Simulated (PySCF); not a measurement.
# Ni⁺: fine-structure interval

Ni⁺ [Ar] 3d9 [3d3/2^4 3d5/2^5, M_J = 5/2] → Ni⁺ [Ar] 3d9 [3d3/2^3 3d5/2^6, M_J = 3/2], as a difference of total energies. All numbers are calculated (PySCF 2.14, the two-component X2C-1e Hamiltonian, in x2c-TZVPPall-2c (6s7p4d2f1g, 70 functions)). Correlated levels: [Ne] frozen; the 6 highest virtual spinors dropped. "Screened" scales the spin-orbit matrix elements by Boettger's factors to mimic the two-electron term; Breit and QED terms are absent.

| method | fine-structure interval (cm⁻¹) |
| --- | --- |
| GHF (screened spin-orbit) | 1756.1 |
| GMP2 (screened spin-orbit) | 1848.3 |
| GHF (bare spin-orbit) | 2680.5 |

Errors of the correlated levels include the incompleteness of this basis and the frozen core.

For comparison: 1506.9 cm⁻¹ (measured; NIST Handbook of Basic Atomic Spectroscopic Data (Sansonetti and Martin, J. Phys. Chem. Ref. Data 34, 1559 (2005))).
